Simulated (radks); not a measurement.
Results of a calculation; reference values are marked as such.
Initial-state core-level shifts of the palladium ion Pd+ when its valence configuration changes from [Kr] 4d9. Code: a radial shooting solver on a logarithmic mesh with Libxc functionals. Model: Dirac Kohn-Sham, PBE, spin-unpolarised, spherical densities, finite nucleus; open shells fill j = l - 1/2 first; Fermi nuclear charge, rms radius 4.5318 fm. Shifts are changes of the shell-averaged eigenvalues in eV (positive: less bound); the change of the density at the nucleus, which sets a Mossbauer isomer shift, is in e/bohr^3, on a base of 1.328e+05.

\begin{tabular}{lrrrrr}
valence & 2s & 3s & 3p & 4p & density at nucleus \\ \hline
4d8 5p1 & -5.971 & -5.919 & -5.919 & -5.436 & +2.91 \\
4d8 5s1 & -4.649 & -4.576 & -4.576 & -4.069 & +25.06 \\
4d8.5 5s0.5 & -2.254 & -2.224 & -2.224 & -1.995 & +11.75 \\
4d7 5s2 & -9.826 & -9.626 & -9.627 & -8.413 & +56.50 \\
4d8 5s0.5 5p0.5 & -5.319 & -5.257 & -5.257 & -4.762 & +14.19 \\
4d8.5 5p0.5 & -2.932 & -2.913 & -2.913 & -2.702 & +1.29 \\
4d7 5s1.5 5p0.5 & -10.480 & -10.288 & -10.289 & -9.076 & +44.74 \\
4d7.5 5s1 5p0.5 & -7.838 & -7.718 & -7.719 & -6.891 & +28.66 \\
4d7 5s1 5p1 & -11.116 & -10.933 & -10.934 & -9.722 & +32.57 \\
\end{tabular}
